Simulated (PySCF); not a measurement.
# Electron correlation in Ar(2+) (argon, charge +2)

[Ne] 3s1 3p4 4s1, high-spin 5P determinant (an excited configuration). Computed with PySCF 2.14 in aug-cc-pwCVTZ, with no relativity, point nucleus. Frozen: 1s2; 14 electrons correlated.

MP2 pair energies summed by pair of shells (mhartree):

```
 pair   energy  share (%)
2p-2p  -165.61       40.5
3p-3p   -95.78       23.5
2p-3p   -42.19       10.3
2s-2p   -41.26       10.1
3p-4s   -25.16        6.2
3s-3p   -11.35        2.8
2s-2s    -8.39        2.1
2p-3s    -7.30        1.8
2s-3p    -7.20        1.8
2p-4s    -1.74        0.4
2s-3s    -1.66        0.4
3s-4s    -0.52        0.1
2s-4s    -0.27        0.1
```

Total MP2 correlation energy: -408.43 mhartree.

Same-spin part -119.97 and opposite-spin part -288.46 mhartree; SCS-MP2 scales them by 1/3 and 6/5 to -386.14 mhartree.
